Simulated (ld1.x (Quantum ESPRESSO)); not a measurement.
# Building the RRKJ potential for lithium (Li) (PBE, non-relativistic).

ld1.x (Quantum ESPRESSO) 7.5 was run on this input:

```
&input
   title='Li', zed=3., rel=0, dft='PBE', iswitch=3,
   config='[He] 2s0.75 2p0.25 3d-2',
   nld=3, rlderiv=4.55, eminld=-6.0, emaxld=5.0, deld=0.02
 /
 &inputp
   pseudotype=2, tm=.false., lloc=1,
   nlcc=.false.,
   file_pseudopw='Li.UPF', file_wfcaegen='ae.wfc', file_wfcncgen='nc.wfc', file_beta='beta', file_chi='chi'
 /
3
1S  1  0   2.00   0.00  0.70  0.70  0.0
3D  3  2  -2.00  -0.10  4.20  4.20  0.0
2P  2  1   0.25   0.00  4.20  4.20  0.0
 &test
   configts(1)='1s2 2s0.75 2p0.25'
 /
```

Command:

```bash
ld1.x < Li.in > Li.out
```

Resulting log (shortened: banner, matrices, multipoles, cross overlaps and the repeated all-electron block are left out):

```
Program LD1 v.7.5
     --------------------------- All-electron run ----------------------------

     Li

     atomic number is  3.00
     dft =PBE   lsd =0 sic =0 latt =0  beta=0.20 tr2=1.0E-14
     Exchange-correlation= PBE
                           (   1   4   3   4   0   0   0)
     mesh =1017 r(mesh) =  99.62247 a.u. xmin = -7.00 dx = 0.01250
     1 Ry =  13.60569312 eV

     n l     nl                  e(Ry)          e(Ha)          e(eV)
     1 0     1S 1( 2.00)        -3.8398        -1.9199       -52.2426
     2 0     2S 1( 0.75)        -0.2213        -0.1107        -3.0115
     2 1     2P 1( 0.25)        -0.0900        -0.0450        -1.2249

     final scf error:  7.5E-15 reached in  18 iterations

     Etot =     -14.870099 Ry,      -7.435049 Ha,    -202.317999 eV

     Ekin =      14.772048 Ry,       7.386024 Ha,     200.983948 eV
     Encl =     -34.076606 Ry,     -17.038303 Ha,    -463.635845 eV
     Eh   =       7.990629 Ry,       3.995315 Ha,     108.718052 eV
     Exc  =      -3.556170 Ry,      -1.778085 Ha,     -48.384153 eV

     normalization and overlap integrals

     s(1S/1S) =  1.000000  <r> =   0.5817  <r2> =    0.4652  r(max) =   0.3593
     s(2S/2S) =  1.000000  <r> =   3.8966  <r2> =   18.1063  r(max) =   3.1233
     s(2P/2P) =  1.000000  <r> =   5.0127  <r2> =   31.1369  r(max) =   3.8148

     ------------------------ End of All-electron run ------------------------

     --------------------- Generating NC pseudopotential ---------------------

      Generating local pot.: lloc=1, matching radius rcloc =   4.2000

      Wfc   1S  rcut= 0.706  Estimated cut-off energy=      254.27 Ry
      This function has    0 nodes for 0 < r <    0.706

      Wfc   3D  rcut= 4.164  Estimated cut-off energy=       12.72 Ry
      This function has    0 nodes for 0 < r <    4.164

     ------------------- End of pseudopotential generation -------------------

     Computing logarithmic derivative in   4.57294
     Message from routine compute phi:
     negative determinant

      ld=  -0.064205 f2ae  0.102775 faenor  0.439992

       Warning: n=1, l=0 expected 0 nodes, found 1
       Setting wfc to zero for this iteration
       (This warning will only be printed once per wavefunction)

     Computing logarithmic derivative in   4.57294
     Computing the partial wave expansion
     R is outside the sphere for l=    0 j= 0.00
       no projector for channel:   1
     R is outside the sphere for l=    2 j= 0.00

     ---------------------- Testing the pseudopotential ----------------------

     Li

     atomic number is  3.00   valence charge is  3.00
     dft =PBE   lsd =0 sic =0 latt =0  beta=0.20 tr2=1.0E-14
     mesh =1017 r(mesh) =  99.62247 xmin = -7.00 dx = 0.01250

     n l     nl             e AE (Ry)        e PS (Ry)    De AE-PS (Ry)
     1 0     1S   1( 2.00)       -3.83976       -3.83976        0.00000
     2 0     2S   1( 0.75)       -0.22134       -0.23732        0.01598  !
     2 1     2P   1( 0.25)       -0.09003       -0.09003        0.00000

     eps = 9.9E-15  iter =  8

     Etot =     -14.870099 Ry,      -7.435049 Ha,    -202.317999 eV
     Etotps =   -14.829961 Ry,      -7.414981 Ha,    -201.771902 eV

     Ekin =      13.388844 Ry,       6.694422 Ha,     182.164507 eV
     Encl =     -14.870220 Ry,      -7.435110 Ha,    -202.319651 eV
     Ehrt =       7.927704 Ry,       3.963852 Ha,     107.861913 eV
     Ecxc =      -3.494547 Ry,      -1.747274 Ha,     -47.545735 eV
     Epseu=     -17.781743 Ry,      -8.890871 Ha,    -241.932936 eV

     ---------------------- End of pseudopotential test ----------------------
```

Generation and configuration tests took about 0.85 s on one core of a shared server CPU.

Transferability test of the new file with ld1.x, input:

```
&input
   title='Li', zed=3., rel=0, dft='PBE', iswitch=2,
   config='[He] 2s0.75 2p0.25 3d-2'
 /
 &test
   file_pseudo='Li.UPF', nconf=6,
   configts(1)='1s2 2s0.75 2p0.25',
   configts(2)='1s2 2s1 2p0',
   configts(3)='1s2 2s0 2p0',
   configts(4)='1s2 2s0.5 2p0',
   configts(5)='1s1 2s1 2p0',
   configts(6)='1s2 2s0 2p1'
 /
```

```bash
ld1.x < Li.test.in > Li.test.out
```

Pseudopotential blocks of its output, shortened (energy terms left out; the distinct warnings before each block abridged to one line each):

```
     Warning: n=1, l=0 expected 0 nodes, found 1
     ---------------------- Testing the pseudopotential ----------------------

     n l     nl             e AE (Ry)        e PS (Ry)    De AE-PS (Ry)
     1 0     1S   1( 2.00)       -3.83976       -3.83976        0.00000
     2 0     2S   1( 0.75)       -0.22134       -0.23732        0.01598  !
     2 1     2P   1( 0.25)       -0.09003       -0.09003        0.00000

     eps = 8.8E-15  iter = 12

     Etot =     -14.870098 Ry,      -7.435049 Ha,    -202.317996 eV
     Etotps =   -14.829961 Ry,      -7.414981 Ha,    -201.771903 eV

     ---------------------- End of pseudopotential test ----------------------

          ---------------------- Testing the pseudopotential ----------------------

     n l     nl             e AE (Ry)        e PS (Ry)    De AE-PS (Ry)
     1 0     1S   1( 2.00)       -3.81092       -3.80412       -0.00680  !
     2 0     2S   1( 1.00)       -0.21124       -0.22476        0.01352  !
     2 1     2P   1( 0.00)       -0.08013       -0.07815       -0.00198

     eps = 3.1E-15  iter = 13

     Etot =     -14.902896 Ry,      -7.451448 Ha,    -202.764226 eV
     Etotps =   -14.866689 Ry,      -7.433345 Ha,    -202.271609 eV
     dEtot_ae =      -0.032797 Ry
     dEtot_ps =      -0.036728 Ry,   Delta E=       0.003930 Ry

     ---------------------- End of pseudopotential test ----------------------

          ---------------------- Testing the pseudopotential ----------------------

     n l     nl             e AE (Ry)        e PS (Ry)    De AE-PS (Ry)
     1 0     1S   1( 2.00)       -4.44001       -4.45350        0.01350  !
     2 0     2S   1( 0.00)       -0.49916       -0.52763        0.02848  !
     2 1     2P   1( 0.00)       -0.34904       -0.34628       -0.00276

     eps = 6.0E-15  iter = 13

     Etot =     -14.513627 Ry,      -7.256813 Ha,    -197.467953 eV
     Etotps =   -14.456492 Ry,      -7.228246 Ha,    -196.690592 eV
     dEtot_ae =       0.356472 Ry
     dEtot_ps =       0.373469 Ry,   Delta E=      -0.016998 Ry

     ---------------------- End of pseudopotential test ----------------------

          ---------------------- Testing the pseudopotential ----------------------

     n l     nl             e AE (Ry)        e PS (Ry)    De AE-PS (Ry)
     1 0     1S   1( 2.00)       -4.09784       -4.10339        0.00555  !
     2 0     2S   1( 0.50)       -0.39268       -0.41362        0.02095  !
     2 1     2P   1( 0.00)       -0.24583       -0.24608        0.00024

     eps = 5.9E-15  iter = 12

     Etot =     -14.752332 Ry,      -7.376166 Ha,    -200.715703 eV
     Etotps =   -14.707459 Ry,      -7.353730 Ha,    -200.105179 eV
     dEtot_ae =       0.117766 Ry
     dEtot_ps =       0.122502 Ry,   Delta E=      -0.004736 Ry

     ---------------------- End of pseudopotential test ----------------------

          ---------------------- Testing the pseudopotential ----------------------

     n l     nl             e AE (Ry)        e PS (Ry)    De AE-PS (Ry)
     1 0     1S   1( 1.00)       -6.31887       -6.34718        0.02830  !
     2 0     2S   1( 1.00)       -0.91133       -0.93457        0.02324  !
     2 1     2P   1( 0.00)       -0.74329       -0.70036       -0.04293  !

     eps = 7.7E-15  iter = 12

     Etot =      -9.875475 Ry,      -4.937738 Ha,    -134.362684 eV
     Etotps =    -9.825879 Ry,      -4.912940 Ha,    -133.687901 eV
     dEtot_ae =       4.994623 Ry
     dEtot_ps =       5.004082 Ry,   Delta E=      -0.009459 Ry

     ---------------------- End of pseudopotential test ----------------------

          ---------------------- Testing the pseudopotential ----------------------

     n l     nl             e AE (Ry)        e PS (Ry)    De AE-PS (Ry)
     1 0     1S   1( 2.00)       -3.92148       -3.94128        0.01980  !
     2 0     2S   1( 0.00)       -0.24597       -0.26762        0.02165  !
     2 1     2P   1( 1.00)       -0.11492       -0.11953        0.00461

     eps = 5.1E-15  iter = 19

     Etot =     -14.771576 Ry,      -7.385788 Ha,    -200.977529 eV
     Etotps =   -14.719002 Ry,      -7.359501 Ha,    -200.262221 eV
     dEtot_ae =       0.098523 Ry
     dEtot_ps =       0.110960 Ry,   Delta E=      -0.012437 Ry

     ---------------------- End of pseudopotential test ----------------------
```
